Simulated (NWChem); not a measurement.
SnNH5; SMILES [SnH3][NH2]

```xyz
7

Sn    -0.0049    -0.2839     0.0000
N     -0.0651     1.7645     0.0000
H     -0.8323    -0.7761    -1.4163
H     -0.8323    -0.7761     1.4163
H      1.5898    -0.9425     0.0000
H      0.3872     2.1698    -0.8181
H      0.3872     2.1698     0.8181
```
Atoms are numbered in this order, from 1.

The geometry was optimised at PBE0/def2-SVP. No frequency run checked for a minimum. def2 effective core potentials on Sn; no spin-orbit coupling.

Symmetry labels are those of Cs in the frame above (b1 and b2, or b-type labels, depend on it).

Task: List the 4 lowest vertical singlet excitations from CAM-B3LYP/def2-SVPD with def2 effective core potentials on Sn, TDA (NWChem).

Result: 
| state | energy (eV) | oscillator strength | symmetry | leading excitation (squared amplitude) |
|---|---|---|---|---|
| S1 | 5.85 | 0.046 | a' | HOMO → LUMO (0.77) |
| S2 | 6.70 | 0.050 | a' | HOMO → LUMO+1 (0.73) |
| S3 | 7.16 | 0.000 | a" | HOMO → LUMO+2 (0.96) |
| S4 | 7.63 | 0.004 | a' | HOMO → LUMO+4 (0.43) |
